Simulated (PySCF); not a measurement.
Coordinates in bohr (charge 0 multiplicity 1):
```
Rh    0.0000    0.0000   -1.6795
I     4.1972    0.0000    0.4497
I    -2.0986    3.6349    0.4497
I    -2.0986   -3.6349    0.4497
```

All numbers come from PBE0/[Rh def2-SVP with ECP28, I def2-SVP with ECP28], scalar-relativistic core potentials, density fitting, no spin–orbit coupling, PySCF.

This geometry of RhI₃ is a stationary point at this level.

**Question.** What is the point group?

**Answer.** C3v.

**Question.** Is it a minimum?

**Answer.** Yes: all harmonic wavenumbers are real, though the softest, 52 cm⁻¹, leaves little margin.

**Question.** List the harmonic modes with their infrared intensities.

**Answer.** 
```
symmetry  ω (cm⁻¹)  IR (km/mol, summed over degenerate members)
       e        52                                          0.0
      a1        62                                          0.5
      a1       224                                          2.6
       e       255                                         15.4
```

**Question.** What are the dipole moment and the gap between the highest occupied and lowest empty levels?

**Answer.** 0.95 D and 2.82 eV.

In C3v the vibrations span 2e + 2a1.

This need not be the most stable arrangement of these atoms.
